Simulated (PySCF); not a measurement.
**Dipole moment and polarisability of `[SiH3][C@H]([GeH3])c1ccco1`**

Compound: C5H10GeOSi.
Structure used (PBE0-D3(BJ)/def2-SVP), in Å, numbered top down from 1:
```
atom  x, y, z in Å
Si1   -1.311    1.880   -0.173
C2    -0.666    0.099   -0.289
Ge3   -1.823   -1.152    0.711
C4     0.757    0.033    0.133
C5     1.934    0.411   -0.457
C6     2.972    0.118    0.483
C7     2.352   -0.408    1.574
O8     1.017   -0.461    1.369
H9    -0.492    2.775   -1.046
H10   -1.221    2.358    1.239
H11   -2.738    1.943   -0.620
H12   -0.748   -0.200   -1.348
H13   -1.234   -2.571    0.663
H14   -1.987   -0.694    2.169
H15   -3.203   -1.142    0.025
H16    2.042    0.849   -1.447
H17    4.041    0.280    0.360
H18    2.705   -0.779    2.533
```

Level: CAM-B3LYP/def2-SVPD (PySCF), static field, nuclei fixed, core orbitals frozen in the response. The polarisability tensor in these axes (au):

```
x   140.04   0.30   4.31
y     0.30 109.21 -12.10
z     4.31 -12.10 106.22
```

Task: Diagonalise the tensor; give its mean and Δα, where Δα² is half the sum of the squared differences of the eigenvalues.

Result: Principal values 95.26, 119.58 and 140.63 au; mean 118.49 au = 17.56 Å³ = 19.54 × 10⁻⁴⁰ C²·m²/J; Δα = 39.33 au (33 % of the mean).

Task: What is the dipole moment, and where does it point?

Result: (0.58, -0.08, -0.63) D, 0.86 D in size, pointing from the negative to the positive side. Measured along this direction, the outermost atoms are H14 at the negative end and H17 and H16 at the positive end.

Task: Find the Langevin capture rate constant for NH4+ (18.034 u) meeting this molecule (187.971 u), k = 2.342 × 10⁻⁹ cm³/s × √(α in Å³ / reduced mass in u).

Result: The reduced mass is 16.46 u, so k = 2.42 × 10⁻⁹ cm³/s. The formula leaves out the permanent dipole, which adds to the capture rate.

Task: Sum over states: ᾱ = Σ f/ω², ω in Eh. What share falls to these 10 lowest TDDFT singlets (eV, f)? 5.79, 0.2921; 5.93, 0.0117; 6.56, 0.0119; 6.66, 0.0222; 6.76, 0.0245; 6.85, 0.0146; 7.03, 0.0061; 7.16, 0.0144; 7.31, 0.0168; 7.55, 0.0081.

Result: They add up to 8.54 au, 7.2 % of the 118.49 au; the largest single term is 6.45 au, from the state at 5.79 eV. Terms in order: 6.45, 0.25, 0.21, 0.37, 0.40, 0.23, 0.09, 0.21, 0.23, 0.11 au. Higher excitations give the rest. The strengths listed sum to 0.422.

Task: Rayleigh depolarisation ratio (linearly polarised light, static tensor)?

Result: ρ = 3Δα²/(45ᾱ² + 4Δα²) = 4639.9/(631819 + 6186.6) = 0.00727.

Task: How large is μ²/3kT at 298 K beside α?

Result: In Gaussian units μ²/3kT = 5.98 Å³ against 17.56 Å³, a ratio of 0.34; the Debye molar polarisation (4π/3)N_A(α + μ²/3kT) is 59.4 cm³/mol, leaving out the vibrational part.

Geometry: PBE0-D3(BJ)/def2-SVP, one conformer, isolated molecule. The calculation is non-relativistic, for germanium too.

The run behind these numbers computed excited states and ΔSCF ions as well. The run took 6.4 min of wall time on an AMD EPYC with one thread, shared host, and the process peaked at 1.4 GiB of memory.
